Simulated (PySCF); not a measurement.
Isomers of C6H5ClO, one GFN2-xTB conformer each. Single-point energies are computed at PBE0/pcSseg-1 (PySCF, gas phase, no added dispersion term), electronic only.

Question: Rank them by PBE0/pcSseg-1 energy, lowest first (kJ/mol).
A. `[CH2:1]=[C:2]([Cl:3])[C:4](=[O:5])[C:6]#[C:7][CH3:8]` with C1–C2–C4–O5 0°
B. `[OH:1][c:2]1[cH:3][cH:4][cH:5][cH:6][c:7]1[Cl:8]` with H–O1–C2–C3 180°
C. `[OH:1][c:2]1[cH:3][cH:4][cH:5][c:6]([Cl:7])[cH:8]1` with H–O1–C2–C3 180° (3-chlorophenol)

Answer: B (0.0), C (5.9), A (267.4).

As drawn, the lowest has an aromatic ring and an O–H bond, which the highest lacks; the highest has a C=O bond, a C≡C bond and a C=C bond outside aromatic rings, which the lowest lacks. Neighbours under 10 kJ/mol apart (Oc1ccccc1Cl and Oc1cccc(Cl)c1) can change places with a better method, another conformer or zero-point energy. GFN2-xTB itself gives, in the same order: 0.0, 1.9, 259.3. Both levels put the same isomer lowest; measured from each level's own lowest isomer, the values differ by up to 8.1 kJ/mol (C=C(Cl)C(=O)C#CC: 259.3 against 267.4).

Question: Which frontier levels, dipoles and rotational constants go with these structures?

Answer: 
```csv
SMILES,"HOMO (eV, PBE0/pcSseg-1)",LUMO (eV),dipole (D),"A, B, C (MHz)"
Oc1ccccc1Cl,-6.81,-0.57,0.92,"3027, 1554, 1027"
Oc1cccc(Cl)c1,-6.83,-0.57,0.98,"3473, 1208, 896.3"
C=C(Cl)C(=O)C#CC,-7.78,-2.41,2.43,"2543, 1186, 812.9"
```

Question: As an exercise, what shares would exp(−E/RT) give at 298.15 K from these electronic energies alone (no entropy, no degeneracies)?

Answer: RT = 2.479 kJ/mol: Oc1ccccc1Cl 91.6 %, Oc1cccc(Cl)c1 8.4 %, C=C(Cl)C(=O)C#CC under 0.1 %.
